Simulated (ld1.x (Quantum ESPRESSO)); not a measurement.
# molybdenum RRKJ: all-electron and pseudo phase curves

ld1.x (Quantum ESPRESSO) 7.5 input, shortened:

```
&input
   title='Mo', zed=42., rel=2, dft='PZ', iswitch=3,
   config='[Kr] 4d6 5s0 5p0', rel_dist='average'
 /
 &inputp
   pseudotype=2, tm=.false., lloc=2,
   nlcc=.false.
 /
3
4S  1  0   2.00   0.00  1.75  1.75  0.0
4P  2  1   6.00   0.00  1.06  1.06  0.0
4D  3  2   6.00   0.00  2.05  2.05  0.0
 &test
   configts(1)='4s2 4p6 4d6 5s0 5p0'
 /
```

Open shells are filled in proportion to 2j + 1 (rel_dist='average').

The phase is arctan(r·u′/u) with u = r·R(r), unwrapped; energies in Ry, scanned from -7 to 5 Ry. A pole is an energy at which the radial function vanishes at the test radius. The pseudo phase is shifted by a multiple of π to meet the all-electron one at the reference energy, and phase errors are pseudo minus all-electron; the curves can meet again beyond the range given. Levels narrower than the energy grid can be missing from the lists of poles.

Task: For each channel, where are the poles, and over which energies does the pseudopotential scatter like the atom?

Result:

```csv
channel,radius (bohr),reference energy (Ry),"poles, all-electron","poles, pseudo",unbroken range about the reference energy with phases within 0.05 rad,phase error 1 Ry above the reference energy (rad)
s,2.24,-4.58,-4.42,"-4.42, 3.65",below -0.4,-0.000
p1/2,2.24,-2.81,-2.51,-2.51,the whole range,+0.001
p3/2,2.24,-2.63,-2.29,-2.29,the whole range,+0.001
d3/2,2.24,-0.19,0.88,0.91,below 3.6,+0.007
d5/2,2.24,-0.18,0.91,0.91,below 3.9,-0.002
```

Phases in the p1/2 channel:

```tsv
E (Ry)	all-electron	pseudo
-7.00	1.383	1.383
-6.48	1.373	1.373
-5.96	1.360	1.360
-5.44	1.344	1.344
-4.92	1.322	1.322
-4.40	1.288	1.288
-3.88	1.222	1.222
-3.36	0.992	0.994
-2.84	-1.212	-1.212
-2.32	-1.641	-1.641
-1.80	-1.737	-1.736
-1.28	-1.796	-1.795
-0.76	-1.851	-1.849
-0.24	-1.916	-1.913
0.28	-2.006	-2.000
0.80	-2.153	-2.142
1.32	-2.432	-2.408
1.84	-3.007	-2.961
2.36	-3.743	-3.705
2.88	-4.168	-4.151
3.40	-4.373	-4.365
3.92	-4.487	-4.482
4.44	-4.558	-4.556
4.96	-4.609	-4.608
```
